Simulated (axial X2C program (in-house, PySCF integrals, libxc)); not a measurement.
## OGaO⁺: properties at the nuclei

Computed with an in-house all-electron X2C program for linear molecules (integrals from PySCF): two-component X2C with atomic mean-field Coulomb and Gaunt terms, Gaussian nuclei, basis O dyall-av3z, Ga dyall-v3z with contracted cores.

O–Ga–O held linear, with bonds 1.747 and 1.747 Å (near the PBE0 minimum at charge 1 of the determinant lowest at the starting distance; the state shown can have its own minimum elsewhere, held linear; other orders of the atoms were not compared).

Input and command:
```json
{"zs": [8, 31, 8], "q": 1, "bas": ["dyall-av3z", "dyall-v3z", "dyall-av3z"], "r0": [1.74, 1.74], "symm": 1, "scan": ["PBE0", "HF", "TPSSh"], "levels": ["PBE0", "HF", "LDA"], "nst": 2}
```
```bash
python solin.py task.json out
```

Keys: zs atomic numbers; q charge; bas basis sets; r0 starting distance in Å; symm equal bonds; scan levels of the two-bond scan; levels methods; nst determinants followed.

Determinant lowest in the PBE0 search, Ω = 3 (⟨Sz⟩ = 1.00, ⟨Lz⟩ = 2.00 at PBE0), spin on the atoms O 0.51, Ga -0.01, O 0.51:

```json
{"level": "PBE0", "A∥/gI O (MHz)": "108", "qzz O (a.u.)": "0.19", "A∥/gI Ga (MHz)": "-42.6", "qzz Ga (a.u.)": "-4.02"}
{"level": "HF", "A∥/gI O (MHz)": "117", "qzz O (a.u.)": "0.13", "A∥/gI Ga (MHz)": "-112", "qzz Ga (a.u.)": "-5.14"}
{"level": "LDA", "A∥/gI O (MHz)": "102", "qzz O (a.u.)": "0.20", "A∥/gI Ga (MHz)": "-50", "qzz Ga (a.u.)": "-3.41"}
```

A∥ (defined per Ω) follows by multiplying with gI = μI/(I μN); qzz is the electric field gradient, eQq0 = 234.96 MHz × Q/barn × qzz. The operators were transformed with the bare-nucleus X2C matrices; with these basis sets, hyperfine constants and field gradients can be off by tens of per cent, and where levels differ in sign neither size nor sign is settled.

Problem. With gI(17O) = -0.7575, Q(17O) = -0.02558 barn, Q(69Ga) = 0.171 barn (g factors from the IAEA table of nuclear moments by Stone; Q from Pyykkö, Mol. Phys. 2018), turn the PBE0 values of the first state into constants in MHz.

Solution. A∥(17O) = 108 × -0.7575 = -81.8 MHz; eQq0(17O) = 234.96 × (-0.02558) × (0.19) = -1.14 MHz; eQq0(69Ga) = 234.96 × (0.171) × (-4.02) = -162 MHz.

The molecule was held linear; bending was not examined, so a bent shape may lie lower.

Each state is one determinant with collinear spin, which with several unpaired electrons need not be a pure state. Unrestricted Hartree–Fock can overshoot spin polarisation at the nuclei. With several open shells hyperfine constants can be off by a factor of several. Open-shell Ω = 0 determinants with evenly filled partner blocks cannot be reached by this program, so the Ω shown need not be the lowest component. The search compared states at one distance, so a state with another bond length can lie lower. Further determinants of the search, some of them spin-mixed, are not shown. Where a field gradient or hyperfine factor spreads by more than a factor of two over the levels, a constant derived from it is not to be relied on.
